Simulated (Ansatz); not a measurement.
Ansatz (an electronic-structure program) input (PBE0/STO-3G):

Ansatz 0.2 input:
```yaml
crystal:
  periodic: [false, false, false]
  atoms:
    - {symbol: C, position_ang: [-2.22242270, 0.37209345, -0.23874821]}
    - {symbol: C, position_ang: [-0.94632448, -0.26112626, 0.23295157]}
    - {symbol: O, position_ang: [0.19165250, 0.50256983, -0.40581113]}
    - {symbol: C, position_ang: [1.39909688, 0.22359810, -0.21483914]}
    - {symbol: O, position_ang: [1.87681025, -0.71014174, 0.51736847]}
    - {symbol: H, position_ang: [-2.31943113, 0.30384028, -1.32105929]}
    - {symbol: H, position_ang: [-3.05412410, -0.16974955, 0.21508881]}
    - {symbol: H, position_ang: [-2.28309718, 1.41410436, 0.07108766]}
    - {symbol: H, position_ang: [-0.79981487, -0.16988556, 1.30981547]}
    - {symbol: H, position_ang: [-0.83660099, -1.29396637, -0.09965610]}
    - {symbol: H, position_ang: [2.13755298, 0.83842824, -0.72445119]}
    - {symbol: H, position_ang: [1.22571516, -1.26958782, 0.98053060]}
basis:
  gaussian:
    orbitals: STO-3G
hamiltonian:
  xc: {name: PBE0}
total_charge: 1
```

End of the output:

```
integrals: 0.01 GiB planned
458 factors; integrals over basis functions are off by at most 3.2e-5 eV
mean field: 0.11 GiB planned
mean field evaluation 1: about -7208.3281 eV, gradient 2.6e1 eV
mean field evaluation 2: about -7207.5467 eV, gradient 3.3e1 eV
mean field evaluation 4: about -7210.2446 eV, gradient 2.2e0 eV
mean field evaluation 8: about -7210.2205 eV, gradient 5.5e-2 eV
mean field evaluation 16: about -7210.2205 eV, gradient 5.9e-6 eV
mean field -7210.22047071 eV, -264.9707150356 hartree, gradient 5.9e-6 eV, S^2 0.000000; 0 other end points of the search recorded, 0 dependent functions left out
reference -7210.22049035 eV, -264.9707157574 hartree; 20, 20 occupied and 12, 12 virtual orbitals, 458 factors
Total energy: -7210.22049035 eV, -264.9707157574 hartree
```

It need not be the lowest isomer of its formula.
